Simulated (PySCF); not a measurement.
Tc(29+): ionisation energy

Tc(29+) [Ne] 3s2 3p2 (3P) → Tc(30+) [Ne] 3s2 3p1 (2P), as a difference of total energies. All numbers are calculated (PySCF 2.14, the spin-free X2C one-electron Hamiltonian (Gaussian nucleus), in an uncontracted even-tempered set (18 s from 3.9 bohr⁻², ratio 2.5; 12 p from 5 bohr⁻², ratio 2.5; 5 d from 22 bohr⁻², ratio 2.7; 4 f from 32 bohr⁻², ratio 2.7)). Correlated levels: outer shells: 1s2 frozen; virtual orbitals above 40 to 60 times the deepest correlated orbital energy dropped. The calculations carry no spin-orbit coupling.

```json
{"method": "UHF", "ionisation energy (eV)": "1622.3"}
{"method": "LDA", "ionisation energy (eV)": "1623.7"}
{"method": "PBE", "ionisation energy (eV)": "1624.0"}
{"method": "PBE0", "ionisation energy (eV)": "1623.9"}
{"method": "r2SCAN", "ionisation energy (eV)": "1624.3"}
{"method": "BP86", "ionisation energy (eV)": "1624.2"}
{"method": "PBEsol", "ionisation energy (eV)": "1623.6"}
{"method": "MP2 (outer shells)", "ionisation energy (eV)": "1622.8"}
{"method": "SCS-MP2 (outer shells)", "ionisation energy (eV)": "1622.6"}
```

Spin-orbit coupling is strong in these open shells (close to jj coupling). The scalar numbers leave it out and a first-order estimate fails, so it can dominate the gap to the real levels.

Breit and QED terms and the two-electron picture change are absent.

For comparison: 1638 ± 4 eV (semi-empirical (NIST evaluation); NIST Atomic Spectra Database, ionization energies).
